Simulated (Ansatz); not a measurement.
Compare A (`C=C([SiH3])CC`) with its isomer B (`C[Si]1(C)CC1`).

Computed with Ansatz on PBE0-D4/def2-TZVP structures; ΔE is electronic, products minus reactants. CCSD(T)/CBS is the MP2 limit (def2-TZVPP, def2-QZVPP) plus CCSD(T) − MP2 in def2-TZVPP, frozen cores. Functionals use def2-TZVPP. B3LYP here is the variant with VWN-RPA as its local correlation; programs differ in this. One conformer a species, not always the lowest.

(1) Which is lower in electronic energy at CCSD(T)/CBS, and by how much? (Best estimate.)

(2) Give E(B) − E(A) in kcal/mol with CCSD(T)/def2-TZVPP, CCSD/def2-TZVPP, PBE-D4, B3LYP, PBE0-D4, HF/def2-TZVPP, ωB97M-V. (Estimate.)

(3) Does the order hold for the free energy at 298.15 K (harmonic terms from PBE0-D4)? (Best estimate.)

Largest T1 diagnostic: 0.011.

Answers

(1) Computed: B, by 10.4 kcal/mol.

(2) Ansatz gave: CCSD(T)/def2-TZVPP -9.7, CCSD/def2-TZVPP -9.5, PBE-D4 -14.1, B3LYP -9.5, PBE0-D4 -14.8, HF/def2-TZVPP -3.0, ωB97M-V -13.2. None reverses the order clearly.

(3) The calculation gave: Yes: G(B) − G(A) = -7.4 kcal/mol, for one conformer each. Modes under 60 cm⁻¹, often nearly free rotors, make the harmonic entropy too high.

At CCSD(T), def2-SVP lies +8.5 kcal/mol from the extrapolated value and def2-TZVPP +0.8 kcal/mol. Leaving LDA and LC-ωPBE aside and taking each functional with its dispersion term where it has one, the values, not all of them listed here, spread over 7.8 kcal/mol, from r2SCAN0-D4 to BLYP-D4. LDA lies −2.3 kcal/mol from PBE without D4.
